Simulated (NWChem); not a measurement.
System: C₄H₁₂Sn; SMILES [CH3][Sn]([CH3])([CH3])[CH3]

Input file for NWChem:

```
start job
memory heap 200 mb stack 900 mb global 1100 mb
geometry units angstroms noautoz
  C     -1.195422    -1.377660     1.191273
  Sn    -0.000136    -0.000658    -0.000123
  C      1.399911    -1.129379    -1.229047
  C     -1.309667     1.174778    -1.283848
  C      1.105693     1.331431     1.321726
  H     -1.762491    -2.061243     0.529928
  H     -1.911807    -0.814629     1.820635
  H     -0.540506    -1.980788     1.849771
  H      2.015192    -0.439166    -1.838399
  H      0.849489    -1.809710    -1.907607
  H      2.071026    -1.732327    -0.586931
  H     -1.878596     0.508972    -1.961534
  H     -2.025849     1.754661    -0.669761
  H     -0.712824     1.879351    -1.895134
  H      0.404323     1.910746     1.953153
  H      1.777138     0.745714     1.979244
  H      1.716816     2.038210     0.727347
end
basis spherical
  * library sto-3g
end
dft
  xc hfexch
  iterations 150
  mulliken
end
task dft energy
```

Excerpt of the output:

```
             Northwest Computational Chemistry Package (NWChem) 7.3.0
             --------------------------------------------------------

 C1  symmetry detected

                             Geometry "geometry" -> ""
                             -------------------------

 Output coordinates in angstroms (scale by  1.889725989 to convert to a.u.)

  No.       Tag          Charge          X              Y              Z
 ---- ---------------- ---------- -------------- -------------- --------------
    1 C                    6.0000     0.45874930    -2.11635253    -0.23574663
    2 Sn                  50.0000     0.00009046    -0.00012534    -0.00020029
    3 C                    6.0000     1.62155033     1.19219146    -0.83305408
    4 C                    6.0000    -1.85349802     0.46249819    -1.04646045
    5 C                    6.0000    -0.22713562     0.46225143     2.11620697
    6 H                    1.0000     0.57730277    -2.36401887    -1.30851717
    7 H                    1.0000    -0.35953117    -2.73304236     0.18427556
    8 H                    1.0000     1.39934052    -2.36464502     0.29334407
    9 H                    1.0000     1.40038368     2.27104775    -0.71717068
   10 H                    1.0000     1.74609654     0.96752266    -1.91021261
   11 H                    1.0000     2.57034179     0.96475904    -0.30929475
   12 H                    1.0000    -1.75161461     0.23153952    -2.12465988
   13 H                    1.0000    -2.68634820    -0.13721335    -0.63053926
   14 H                    1.0000    -2.09743699     1.53679959    -0.93383036
   15 H                    1.0000    -1.04868170    -0.13897469     2.55188460
   16 H                    1.0000     0.70993755     0.23280051     2.65978663
   17 H                    1.0000    -0.46230889     1.53616072     2.24927332

 Effective nuclear repulsion energy (a.u.)     511.9856651243

  xc_inp: hfexch multiplicative factor not found.

                                 NWChem DFT Module
                                 -----------------

 Summary of "ao basis" -> "ao basis" (spherical)
 ------------------------------------------------------------------------------
       Tag                 Description            Shells   Functions and Types
 ---------------- ------------------------------  ------  ---------------------
 C                           sto-3g                  3        5   2s1p
 Sn                          sto-3g                 11       27   5s4p2d
 H                           sto-3g                  1        1   1s

            General Information
            -------------------
          SCF calculation type: DFT
          Wavefunction type:  closed shell.
          No. of atoms     :    17
          No. of electrons :    86
           Alpha electrons :    43
            Beta electrons :    43
          Charge           :     0
          Spin multiplicity:     1
          Use of symmetry is: off; symmetry adaption is: off
          Maximum number of iterations: 150
          AO basis - number of functions:    59
                     number of shells:    35
          Convergence on energy requested:  1.00D-06
          Convergence on density requested:  1.00D-05
          Convergence on gradient requested:  5.00D-04

              XC Information
              --------------
                     Hartree-Fock (Exact) Exchange  1.000

      Superposition of Atomic Density Guess
      -------------------------------------

 Sum of atomic energies:       -6117.50457496

      Non-variational initial energy
      ------------------------------

 Total energy =   -6117.954266
 1-e energy   =   -9484.756898
 2-e energy   =    2854.816967
 HOMO         =      -0.155763
 LUMO         =       0.340376

     ---------------------------------------------
      Total Density - Mulliken Population Analysis
     ---------------------------------------------

    Atom       Charge   Shell Charges
 -----------   ------   -------------------------------------------------------
    1 C    6     6.37   1.99  1.37  3.00
    2 Sn  50    49.12   2.00  2.00  6.00  2.00  5.99  2.01  5.98  1.24  1.92 10.00  9.97
    3 C    6     6.37   1.99  1.37  3.00
    4 C    6     6.37   1.99  1.37  3.00
    5 C    6     6.37   1.99  1.37  3.00
    6 H    1     0.95   0.95
    7 H    1     0.95   0.95
    8 H    1     0.95   0.95
    9 H    1     0.95   0.95
   10 H    1     0.95   0.95
   11 H    1     0.95   0.95
   12 H    1     0.95   0.95
   13 H    1     0.95   0.95
   14 H    1     0.95   0.95
   15 H    1     0.95   0.95
   16 H    1     0.95   0.95
   17 H    1     0.95   0.95

   convergence    iter        energy       DeltaE   RMS-Dens  Diis-err
 ---------------- ----- ----------------- --------- --------- ---------
 d= 0,ls=0.0,diis     1  -6119.9468509201 -6.63D+03  7.60D-03  1.08D-01
 d= 0,ls=0.0,diis     2  -6119.9732455919 -2.64D-02  2.54D-03  7.31D-03
 d= 0,ls=0.0,diis     3  -6119.9751098480 -1.86D-03  9.05D-05  1.98D-05
 d= 0,ls=0.0,diis     4  -6119.9751138821 -4.03D-06  2.61D-05  1.04D-06
 d= 0,ls=0.0,diis     5  -6119.9751141324 -2.50D-07  4.07D-06  1.64D-08

         Total DFT energy =    -6119.975114132383
      One electron energy =    -9479.462628171990
           Coulomb energy =     3032.209188200023
    Exchange-Corr. energy =     -184.707339284693
 Nuclear repulsion energy =      511.985665124278

 Numeric. integr. density =        0.000000000000

                       DFT Final Molecular Orbital Analysis
                       ------------------------------------

 Vector   41  Occ=2.000000D+00  E=-3.257097D-01
              MO Center= -1.8D-01, -7.6D-01, -3.1D-01, r^2= 3.7D+00
   Bfn.  Coefficient  Atom+Function         Bfn.  Coefficient  Atom+Function
  ----- ------------  ---------------      ----- ------------  ---------------
     4      0.522244   1 C  py               21     -0.383369   2 Sn py
    40     -0.321584   4 C  px               20      0.218209   2 Sn px
     2      0.173594   1 C  s                42     -0.170554   4 C  pz
    17      0.165579   2 Sn py               50     -0.148215   8 H  s
    56      0.143875  14 H  s                 3     -0.133977   1 C  px

 Vector   42  Occ=2.000000D+00  E=-3.256744D-01
              MO Center=  8.0D-02,  3.8D-01, -4.7D-01, r^2= 4.0D+00
   Bfn.  Coefficient  Atom+Function         Bfn.  Coefficient  Atom+Function
  ----- ------------  ---------------      ----- ------------  ---------------
    20      0.369866   2 Sn px               35     -0.366498   3 C  px
    40     -0.367476   4 C  px               36     -0.262113   3 C  py
    21      0.224698   2 Sn py                4     -0.204581   1 C  py
    42     -0.190472   4 C  pz               16     -0.159740   2 Sn px
    34      0.151254   3 C  s                37      0.142956   3 C  pz

 Vector   43  Occ=2.000000D+00  E=-3.256130D-01
              MO Center=  9.9D-02,  3.8D-01,  7.8D-01, r^2= 3.6D+00
   Bfn.  Coefficient  Atom+Function         Bfn.  Coefficient  Atom+Function
  ----- ------------  ---------------      ----- ------------  ---------------
    47      0.546910   5 C  pz               22     -0.429450   2 Sn pz
    35     -0.234335   3 C  px               18      0.185457   2 Sn pz
    44     -0.180148   5 C  s                37      0.178013   3 C  pz
    36     -0.159951   3 C  py               57      0.144180  15 H  s
    52     -0.137601  10 H  s                42      0.127785   4 C  pz

 Vector   44  Occ=0.000000D+00  E= 4.093287D-01
              MO Center=  1.3D-03, -4.0D-03, -5.9D-03, r^2= 3.3D+00
   Bfn.  Coefficient  Atom+Function         Bfn.  Coefficient  Atom+Function
  ----- ------------  ---------------      ----- ------------  ---------------
    19      1.134076   2 Sn s                 2     -0.432889   1 C  s
    34     -0.431478   3 C  s                39     -0.431540   4 C  s
    44     -0.428798   5 C  s                 4     -0.409808   1 C  py
    47      0.405923   5 C  pz               40     -0.357728   4 C  px
    35      0.313031   3 C  px               36      0.230018   3 C  py

 Vector   45  Occ=0.000000D+00  E= 4.420864D-01
              MO Center= -2.6D-02,  5.1D-02,  1.3D-01, r^2= 3.2D+00
   Bfn.  Coefficient  Atom+Function         Bfn.  Coefficient  Atom+Function
  ----- ------------  ---------------      ----- ------------  ---------------
    22      1.094680   2 Sn pz               44     -0.563495   5 C  s
    47      0.543862   5 C  pz               18     -0.294125   2 Sn pz
    39      0.256882   4 C  s                34      0.221231   3 C  s
    40      0.186363   4 C  px               48      0.179160   6 H  s
    42      0.178119   4 C  pz               52      0.146421  10 H  s

 Vector   46  Occ=0.000000D+00  E= 4.422478D-01
              MO Center= -3.7D-02,  6.8D-02, -9.2D-02, r^2= 3.2D+00
   Bfn.  Coefficient  Atom+Function         Bfn.  Coefficient  Atom+Function
  ----- ------------  ---------------      ----- ------------  ---------------
    20      1.095156   2 Sn px               39      0.495531   4 C  s
    40      0.435189   4 C  px               34     -0.421885   3 C  s
    35      0.342543   3 C  px               16     -0.294228   2 Sn px
    42      0.206809   4 C  pz               36      0.199276   3 C  py
    58     -0.184086  16 H  s                49      0.175239   7 H  s

     ---------------------------------------------
      Total Density - Mulliken Population Analysis
     ---------------------------------------------

[...]
```

Level: Hartree-Fock/STO-3G, non-relativistic. Geometry: optimised at PBE-D3(BJ)/def2-SVP (def2 core potentials past Kr). Not confirmed as a minimum by frequencies.
